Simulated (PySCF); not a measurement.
SiHFCl2, SMILES F[SiH](Cl)Cl. Geometry optimised at ωB97X-D3(BJ)/def2-SVP.

Calculation: ωB97X-D3(BJ)/def2-SVP (PySCF).

Harmonic wavenumbers (cm⁻¹): 182, 242, 303, 551, 635, 832, 839, 946, 2371. Rotational constants (GHz): 4.693, 2.430, 1.735; symmetry number 1.

Problem. Work out the zero-point energy and the ideal-gas rigid-rotor harmonic-oscillator thermochemistry at 298.15 K and 1 atm.

Solution. ZPE = ½ Σ hcν = ½ × 6901 cm⁻¹ = 41.28 kJ/mol. H − E(el) = 56.49 kJ/mol. Entropy in J/(mol K): translation 168.35, rotation 113.75, vibration 28.90, total 311.00. G − E(el) = -36.24 kJ/mol. Cp = 71.06 J/(mol K).
